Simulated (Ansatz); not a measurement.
C6H12O2, quintet, at a GFN2-xTB geometry of the parent state (a higher spin typed on purpose: for a closed-shell molecule this is an excited state); Ansatz (a quantum-chemistry and plane-wave program) with CAM-B3LYP/3-21G.

Here is a job for Ansatz.
Ansatz 0.2 input:
```yaml
crystal:
  periodic: [false, false, false]
  atoms:
    - {symbol: C, position_ang: [-3.89440677, 0.59454652, -0.33914431]}
    - {symbol: C, position_ang: [-2.68001968, -0.31588928, -0.20491072]}
    - {symbol: C, position_ang: [-1.38482384, 0.48734588, -0.11951388]}
    - {symbol: C, position_ang: [-0.17218977, -0.42092200, 0.01524335]}
    - {symbol: O, position_ang: [1.00033746, 0.39177182, 0.08275542]}
    - {symbol: C, position_ang: [2.16802990, -0.25184192, 0.17766581]}
    - {symbol: C, position_ang: [3.31561892, 0.72248799, 0.23727749]}
    - {symbol: O, position_ang: [2.26799694, -1.44948390, 0.20894184]}
    - {symbol: H, position_ang: [-3.81830555, 1.20228703, -1.23782775]}
    - {symbol: H, position_ang: [-4.80696323, 0.00670346, -0.39843415]}
    - {symbol: H, position_ang: [-3.96943663, 1.25962206, 0.51805895]}
    - {symbol: H, position_ang: [-2.78316202, -0.93130463, 0.69123698]}
    - {symbol: H, position_ang: [-2.63196905, -0.98823606, -1.06403610]}
    - {symbol: H, position_ang: [-1.41976689, 1.15834622, 0.74057834]}
    - {symbol: H, position_ang: [-1.26798427, 1.09989802, -1.01525903]}
    - {symbol: H, position_ang: [-0.23298041, -1.03303909, 0.92249391]}
    - {symbol: H, position_ang: [-0.08587689, -1.09870449, -0.84185072]}
    - {symbol: H, position_ang: [3.18703026, 1.38072010, 1.09268432]}
    - {symbol: H, position_ang: [3.31828247, 1.33210993, -0.66271262]}
    - {symbol: H, position_ang: [4.25120428, 0.17893113, 0.32178314]}
basis:
  gaussian:
    orbitals: 3-21G.json
hamiltonian:
  xc: cam_b3lyp
magnetization: {spin_polarized: false, initial_magnetization: 4}
```
The basis file holds 3-21G in the JSON format of the Basis Set Exchange.

Question: Predict the main parts of the log of this Ansatz run.

Answer: 
```
Functional definition: CAM-B3LYP
1180 factors; integrals over basis functions are off by at most 9.0e-4 eV
461 factors; integrals over basis functions are off by at most 5.1e-6 eV
mean field evaluation 1: about -10428.4027 eV, gradient 4.6e1 eV
mean field evaluation 2: about -10428.5477 eV, gradient 4.6e1 eV
mean field evaluation 4: about -10425.4559 eV, gradient 5.1e1 eV
mean field evaluation 8: about -10434.2898 eV, gradient 2.0e0 eV
mean field evaluation 16: about -10434.3778 eV, gradient 1.5e-1 eV
mean field evaluation 32: about -10434.3791 eV, gradient 1.1e-4 eV
mean field evaluation 64: about -10432.9291 eV, gradient 1.7e0 eV
mean field -10434.37913694 eV, -383.4563606063 hartree, gradient 5.8e-6 eV, S^2 6.000000; 7 other end points of the search recorded, 0 dependent functions left out
reference -10434.37927714 eV, -383.4563657586 hartree; 34, 30 occupied and 62, 66 virtual orbitals, 1180 factors
Total energy: -10434.37927714 eV, -383.4563657586 hartree
```
